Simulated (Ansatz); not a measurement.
Gas-phase electronic energies from Ansatz, PBE0-D4/def2-TZVP geometries. CBS: MP2 limit from def2 TZ/QZ plus the TZ coupled-cluster correction, frozen cores. DFT in def2-TZVPP. Each species was taken in one conformer, which may not be the lowest.

`CO[SiH](C)N` → `NCOC[SiH3]`  (isomerisation)

```tsv
level	ΔE (kcal/mol)
PBE-D4	67.4
r2SCAN	72.5
```

(1) What does CCSD(T)/CBS give? (Estimate.)

Largest T1 diagnostic among the species: 0.011.

## Answers

(1) Ansatz gave: +73.3 kcal/mol. The listed levels differ from it by -5.9, -0.8 kcal/mol.

From PBE to PBE0 (25 % exact exchange), in def2-TZVPP and without D4, ΔE moves by +2.4 kcal/mol.

CCSD(T)/CBS has its own doubt, a few kJ/mol and more with outer-core shells, so smaller differences from it don't rank the levels.
